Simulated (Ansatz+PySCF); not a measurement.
Values are calculated unless marked as measured or tabulated.
**Several solutions for singlet H4**

```yaml
atoms:
  - { symbol: H, position_ang: [1.4142, 0.0000, 0.0000] }
  - { symbol: H, position_ang: [0.0000, 1.4142, 0.0000] }
  - { symbol: H, position_ang: [-1.4142, 0.0000, 0.0000] }
  - { symbol: H, position_ang: [0.0000, -1.4142, 0.0000] }
```

Basis set: cc-pVDZ (spherical functions). Charge 0, multiplicity 1.

RHF was run from several starts with Ansatz (development build ahead of 0.2.0) and PySCF 2.14.0.

| run | program | start | converged | energy (hartree) | <S²> |
| --- | --- | --- | --- | --- | --- |
| A | Ansatz | search for the lowest state | yes | -1.80932 | 0.00 |
| B | PySCF | guess huckel, instabilities followed | yes | -1.80932 | 0.00 |
| C | PySCF | guess atom, instabilities followed | yes | -1.80932 | 0.00 |
| D | Ansatz | stability test followed | yes | -1.80932 | 0.00 |
| E | PySCF | guess minao, instabilities followed | yes | -1.80932 | 0.00 |
| F | PySCF | program defaults | yes | -1.75937 | 0.00 |
| G | Ansatz | atomic start, no search | yes | -1.80932 | 0.00 |
| H | PySCF | guess 1e, instabilities followed | yes | -1.80932 | 0.00 |

Question: Which runs reached the lowest solution of this kind, and what is wrong with the others?

Answer: A, B, C, D, E, G, H reached the lowest solution found. Converged but too high: F by 1.36 eV. Convergence only shows a stationary point, and even a stable one can lie too high; stability tests and further starts are what find lower ones. Caution: an unrestricted determinant lies well below (5.46 eV lower). Caution: the determinant breaks the point group.
